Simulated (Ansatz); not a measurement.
Cost and result up the ladder for MoN(NH2)3 (MoN4H6) (11 atoms). The state is a singlet with charge 0. Geometry: B3LYP-D4/def2-SVP.

```xyz
11

Mo   -0.3017   -0.0981   -0.1414
N    -1.7216   -0.5600   -0.8068
N    -0.2676   -0.9554    1.6162
N    -0.3958    1.8538   -0.0599
N     1.0687   -0.7665   -1.3664
H    -0.9982   -1.5523    1.9937
H     0.4927   -0.8651    2.2879
H     0.3415    2.4523    0.3083
H    -1.1795    2.4187   -0.3751
H     2.0709   -0.6419   -1.2349
H     0.8905   -1.2853   -2.2218
```

Ansatz on 2 threads of Intel Xeon 6975P-C on a shared host. Times are rough, and most runs start from the orbitals of an earlier one. No level here is sound enough to serve as a yardstick. Binding counts from free atoms at the same level (Mo septet, N quartet, H doublet; other spins of the atoms weren't run), without zero-point energy or a counterpoise term.

In the def2 sets Mo takes a core potential; there is no spin–orbit coupling. LC-ωPBE has ω = 0.4 bohr⁻¹. No other spin state of charge 0 was run.

Run but left out: HF/def2-TZVP, MP2/def2-TZVP, CCSD(T)/def2-SVP (restricted singlet, unstable towards broken spin symmetry); BHLYP-D4/def2-TZVP (restricted singlet, unstable in another Hartree–Fock run and untested here).

```
                         level  functions  binding energy per atom (eV)                        remarks
               PBE-D4/def2-SVP        117                          3.91  restricted SCF unstable in HF
             LC-ωPBE/def2-TZVP        200                          3.60  restricted SCF unstable in HF
           r2SCAN-D4/def2-TZVP        200                          3.66  restricted SCF unstable in HF
              PBE0-D4/def2-SVP        117                          3.66  restricted SCF unstable in HF
PBE-D4/def2-TZVP (with forces)        200                          3.89  restricted SCF unstable in HF
             PBE0-D4/def2-TZVP        200                          3.64  restricted SCF unstable in HF
```

(1) Estimate how long each takes.

Results:

(1) PBE-D4/def2-SVP 1.4 s; PBE0-D4/def2-SVP 1.7 s; PBE-D4/def2-TZVP (with forces) 2.3 s; LC-ωPBE/def2-TZVP 2.6 s; PBE0-D4/def2-TZVP 2.8 s; r2SCAN-D4/def2-TZVP 3.4 s. On shared hardware such times vary by a factor of up to 3.
